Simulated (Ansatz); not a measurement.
Mulliken charges of C$_{2}$H$_{2}$F$_{2}$Ge (`F[C]1=[C](F)[GeH2]1`) from r2SCAN/def2-TZVPP in Ansatz (PBE0-D4/def2-TZVP geometry).

```csv
atom,x (Å),y (Å),z (Å),charge (e)
F1,0.978,-1.249,1.702,-0.172
C2,0.415,-0.607,0.698,0.138
C3,-0.158,-0.898,-0.455,0.138
F4,-0.445,-1.972,-1.165,-0.172
Ge5,-0.154,1.003,-0.181,0.080
H6,-1.424,1.745,0.263,-0.006
H7,0.849,1.910,-0.908,-0.006
```

Task: By hand: the dipole of these point charges (1 e Å = 4.8032 D).

Result: Σ q r = (-0.065, 0.405, -0.069) e Å, of length 0.416 e Å = 2.00 D.

Task: How does the dipole of the full density compare? (Best estimate.)

Result: Computed: (-0.061, 0.377, -0.065) e Å, 1.86 D; the point charges give 1.08 times that, at 0° from its direction.

Point charges leave out the atoms' own dipoles, such as those of lone pairs, and Mulliken's split depends on the basis, so the close match here is no proof of good charges.
